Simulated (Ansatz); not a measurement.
Basis sets compared for Ga₂Te₃ (the lowest singlet isomer of a short search). Charge 0, multiplicity 1. Geometry r2SCAN-D4/def2-SVP. Ansatz on 4 threads of AMD EPYC 7B13 on a shared host; times are rough, and most runs start from earlier orbitals.

```xyz
5

Ga   -0.332    0.824    0.311
Ga    1.165   -0.946   -1.656
Te    0.702    1.791   -1.681
Te   -1.470    0.134    2.398
Te   -0.065   -1.803    0.628
```

In the def2 sets Te takes a core potential; there is no spin–orbit coupling. The structure comes from a short search, and lower isomers may exist.

Binding counts from free atoms (Ga doublet, Te triplet) in the same basis, without a counterpoise term.

| level | functions | energy (Eh) | HOMO (eV) | LUMO (eV) | binding per atom (eV) | wall time |
| --- | --- | --- | --- | --- | --- | --- |
| PBE-D4/def2-SVP | 142 | -4652.8661 | -5.17 | -3.79 | 2.39 | 1.5 s |
| PBE-D4/def2-TZVP | 246 | -4653.3914 | -5.24 | -3.78 | 2.40 | 3 s |
| r2SCAN-D4/def2-TZVP (with forces) | 246 | -4654.2653 | -5.49 | -3.81 | 2.29 | 7.5 s |
| PBE0-D4/def2-SVP | 142 | -4652.9861 | -6.17 | -3.29 | 2.27 | 3.2 s |
| PBE0-D4/def2-TZVP | 246 | -4653.5089 | -6.20 | -3.25 | 2.29 | 8.5 s |

Q: Estimate the rows for PBE-D4/def2-TZVPD, r2SCAN-D4/def2-TZVPD, PBE0-D4/def2-TZVPD.

A: 
```
               level  functions  energy (Eh)  HOMO (eV)  LUMO (eV)  binding per atom (eV)  wall time
   PBE-D4/def2-TZVPD        285   -4653.3924      -5.24      -3.80                   2.41      5.5 s
r2SCAN-D4/def2-TZVPD        285   -4654.2664      -5.49      -3.81                   2.29      8.5 s
  PBE0-D4/def2-TZVPD        285   -4653.5099      -6.21      -3.26                   2.29       11 s
```
